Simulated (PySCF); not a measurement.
PySCF input for B(Cl)2(Me) (CH3BCl2), SMILES CB(Cl)Cl, PBE0/pcSseg-1. Geometry optimised at ωB97X-D3(BJ)/def2-SVP.

```python
import numpy as np
from pyscf import gto, scf, dft
from pyscf.prop.nmr import rks as nmr

mol = gto.M(
    atom='''
    B    -0.21846581    0.18480434   -0.16157761
    Cl    1.49942331    0.29617048   -0.50765535
    Cl   -0.71732811   -0.89905112    1.12684062
    C    -1.26789306    0.98049710   -1.00172528
    H    -2.18229998    1.19868447   -0.43116727
    H    -1.56161510    0.33698358   -1.85190137
    H    -0.85201594    1.90629875   -1.42484136
    ''',
    basis='pcSseg-1',
    charge=0,
    spin=0,
    max_memory=1600,
    verbose=3,
)
mf = dft.RKS(mol, xc='pbe0')
mf.grids.level = 3
mf.conv_tol = 1e-10
mf.max_cycle = 100
mf.kernel()
n = nmr.NMR(mf)
n.verbose = 2
n.max_cycle_cphf = 60
sigma = n.kernel()
print('atom   isotropic/ppm   span/ppm')
for i, s in enumerate(sigma):
    w = np.linalg.eigvalsh((s + s.T) / 2)
    print(f'{mol.atom_symbol(i):2s}{i + 1:3d} {w.mean():14.3f} {w[2] - w[0]:11.3f}')
```

Log of the run:

```
converged SCF energy = -984.821001877066
atom   isotropic/ppm   span/ppm
B   1         34.625      97.976
Cl  2        658.038     511.720
Cl  3        658.627     512.066
C   4        167.876      37.273
H   5         29.997       9.558
H   6         30.147       8.216
H   7         30.000       9.573
```

The calculation finished and met its thresholds.

Cost: very roughly 11 core-seconds.
